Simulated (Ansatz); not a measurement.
Reaction (atomization): `C[O][GeH]` → C• + Ge• + 4 H• + O•

Computed with Ansatz on PBE0-D4/def2-TZVP structures; ΔE is electronic, products minus reactants. CBS: MP2 limit from def2 TZ/QZ plus the TZ coupled-cluster correction, frozen cores. This one scheme is used for every species, atoms too. Functionals use def2-TZVPP. Open shells (•) are unrestricted, without spin–orbit coupling. Spin–orbit coupling would lower the free atoms: a little for C, O; clearly for Ge. Bonds to Ge are less sure, by a few kJ/mol each and by 10 to 20 or more in all where they break to atoms, as the def2 sets lack core-valence functions. Scalar relativity is left out up to krypton.

```
             level  ΔE (kJ/mol)
        r2SCAN0-D4       2309.2
      CAM-B3LYP-D4       2373.1
            B2PLYP       2338.4
          PBE-QIDH       2323.7
      MP2/def2-SVP       2234.6
SCS-MP2/def2-TZVPP       2326.9
CCSD(T)/def2-TZVPP       2305.2
    CCSD/CBS(def2)       2329.9
```

Problem. What does CCSD(T)/CBS give? (Best estimate.)

Solution. Ansatz gave: +2368.4 kJ/mol. The listed levels differ from it by -59.2, 4.7, -30.0, -44.7, -133.8, -41.5, -63.2, -38.5 kJ/mol.

Largest T1 diagnostic among the species: 0.016.

At CCSD(T), def2-SVP lies −146.3 kJ/mol from the extrapolated value and def2-TZVPP −63.2 kJ/mol: correlation converges slowly with the basis, and small sets miss more of it in the bonded molecule than in its fragments. From r2SCAN to r2SCAN0 (25 % exact exchange), in def2-TZVPP and without D4, ΔE moves by −52.5 kJ/mol: exact exchange takes away binding that semilocal exchange gives to molecules. The D4 term adds +17.7 kJ/mol with B3LYP and +9.1 kJ/mol with PBE0; it sums over pairs of atoms, weighted by their polarisabilities, and B3LYP, whose exchange is more repulsive, gets the larger term.

B3LYP here is the variant with VWN-RPA as its local correlation; programs differ in this.

For atomizations the MP2-based limit and the directly extrapolated one differ by several kJ/mol either way, and by 10 to 25 for some Ge, Se and Sn compounds, so smaller differences from it don't rank the levels.
